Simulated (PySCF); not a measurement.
C₃H₁₂N₂Si, SMILES CC(C)[SiH](N)N.

Coordinates come from a PBE-D3(BJ)/def2-SVP optimisation. This is a generated structure with no PubChem entry under its InChIKey; it may be hypothetical. Other conformers were not sampled.

The numbers are results of PySCF with TDA-PBE/def2-SVPD, not measurements.

Vertical excitations. 

Question: Give excitation energies, oscillator strengths and character. (Estimate from the structure and the level; the computed values follow.)

Answer: 
```csv
state,energy (eV),λ (nm),f,main pairs
S1,5.48,226,0.026,HOMO→LUMO 99 %
S2,5.74,216,0.014,HOMO−1→LUMO 94 %
S3,5.87,211,0.004,HOMO→LUMO+1 93 %
S4,6.17,201,0.021,HOMO−1→LUMO+1 95 %
S5,6.30,197,0.018,HOMO→LUMO+2 95 %
S6,6.49,191,0.006,HOMO−1→LUMO+2 96 %
T1,5.32,233,0,HOMO→LUMO 98 %
T2,5.54,224,0,HOMO−1→LUMO 89 %
```
Triplets are in the Tamm–Dancoff approximation.
